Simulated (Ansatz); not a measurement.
Computed with Ansatz on PBE0-D4/def2-TZVP structures; ΔE is electronic, products minus reactants. CCSD(T)/CBS adds triple-zeta CCSD(T) − MP2 to the extrapolated MP2 energy (def2 sets, frozen cores). This one scheme is used for every species. DFT in def2-TZVPP. Triplets are unrestricted, without spin–orbit coupling. For Br outer-core shells are correlated without core-valence functions, which leaves a few kJ/mol of doubt a bond. Scalar relativity is left out up to krypton. Each species was taken in one conformer, which may not be the lowest.

Reaction (formal loss of a carbene): `C=CCBr` → `C=CBr` + `[CH2]` (triplet)

```csv
level,ΔE (kJ/mol),difference from CCSD(T)/CBS
revPBE-D4,436.1,-10.0
BLYP-D4,437.2,-8.9
r2SCANh-D4,419.4,-26.7
ωB97X-V,454.1,8.0
revPBE,417.4,-28.7
BLYP,424.0,-22.1
r2SCAN0,416.0,-30.1
CAM-B3LYP,436.6,-9.5
MP2/def2-TZVPP,446.2,0.1
SCS-MP2/def2-TZVPP,447.4,1.3
CCSD(T)/CBS,446.1,0
```

Largest T1 diagnostic among the species: 0.011.

At CCSD(T), def2-SVP lies −19.8 kJ/mol from the extrapolated value and def2-TZVPP −12.5 kJ/mol. The D4 term adds +9.7 kJ/mol with B3LYP and +5.2 kJ/mol with PBE0; it sums over pairs of atoms, weighted by their polarisabilities, and B3LYP, whose exchange is more repulsive, gets the larger term. In def2-TZVPP, CCSD(T) changes the Hartree–Fock value by +129.7 kJ/mol (the triples alone add +10.6 kJ/mol) and MP2 by +142.3 kJ/mol.

B3LYP here is the variant with VWN-RPA as its local correlation; programs differ in this.
